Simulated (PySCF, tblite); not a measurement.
Isomers of C5H8F2O2Si, one GFN2-xTB conformer each. Single-point energies are computed at PBE0/pcSseg-1 (PySCF, gas phase, no added dispersion term), electronic only.

Question: Rank them by PBE0/pcSseg-1 energy, lowest first (kJ/mol).
A. `[CH3:1][C:2](=[O:3])[O:4][SiH2:5][CH2:6]/[C:7]([F:8])=[CH:9]\[F:10]` with C1–C2–O4–Si5 180°, C2–O4–Si5–C6 177°, O4–Si5–C6–C7 176°, Si5–C6–C7–F8 -75°
B. `[CH3:1][CH2:2][C:3](=[O:4])/[C:5](=[CH:6]\[F:7])[O:8][SiH2:9][F:10]` with C1–C2–C3–O4 -1°, C2–C3–C5–C6 1°, C3–C5–O8–Si9 4°, C5–O8–Si9–F10 66°

Answer: B (0.0), A (98.9).

As drawn, the lower has an Si–F bond, which the higher lacks; the higher has a C(=O)–O unit and an Si–C bond, which the lower lacks. GFN2-xTB itself gives, in the same order: 0.0, 144.8. Both levels put the same isomer lowest.

Which frontier levels, dipoles and rotational constants go with these structures?

```csv
SMILES,"HOMO (eV, PBE0/pcSseg-1)",LUMO (eV),dipole (D),"A, B, C (MHz)"
CCC(=O)/C(=C\F)O[SiH2]F,-7.48,-2.00,3.04,"1531, 828.4, 577.2"
CC(=O)O[SiH2]C/C(F)=C\F,-7.12,-0.03,2.22,"2576, 442.0, 418.8"
```

What happens when harmonic zero-point energies from GFN2-xTB frequencies are added?

```
                 SMILES  ZPE (kJ/mol)  electronic (kJ/mol)  with ZPE (kJ/mol)
CCC(=O)/C(=C\F)O[SiH2]F         322.4                  0.0                0.0
CC(=O)O[SiH2]C/C(F)=C\F         316.2                 98.9               92.6
```

The zero-point energies span 6.2 kJ/mol. The order is unchanged.
